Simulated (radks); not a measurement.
Results of a calculation; reference values are marked as such.
Problem. The table gives one normalised radial function P(r) = r R(r) of Gd+ in [Xe] 4f6 5d1 6s2 (r in bohr). Code: a radial shooting solver on a logarithmic mesh with Libxc functionals. Model: scalar-relativistic Kohn-Sham, PBE, spin-polarised, spherical densities, finite nucleus; open shells are filled with parallel spins first (spin-orbit coupling, left out, can overturn this in heavy ions); Fermi nuclear charge, rms radius 5.1569 fm.

r	P
0.003594	0.0001
0.00487	0.0002
0.006601	0.0004
0.008874	0.0010
0.01203	0.0022
0.0163	0.0049
0.02209	0.0105
0.02994	0.0217
0.04058	0.0427
0.05499	0.0781
0.07453	0.1295
0.101	0.1866
0.1369	0.2177
0.1855	0.1724
0.2514	0.0170
0.3408	-0.2009
0.4618	-0.3317
0.6259	-0.2257
0.8483	0.1067
1.14	0.4776
1.546	0.7069
2.095	0.6954
2.839	0.5123
3.848	0.2840
5.214	0.1090
7.067	0.0261
9.578	0.0033

Which n and l does it have? It may be an empty orbital.

Solution. n = 5, l = 2: the number of nodes gives n - l - 1 = 2, the rise at small r (about r^(l+1), flatter next to the nucleus through relativity) gives l, and the extent must fit the shell. The curve is that of 5d up; the table hardly tells the two spins apart. 5d up: eigenvalue -11.916 eV, 2 radial nodes at r = 0.258, 0.780 bohr, <r> = 2.23 bohr, 90 % of the charge inside 3.45 bohr.
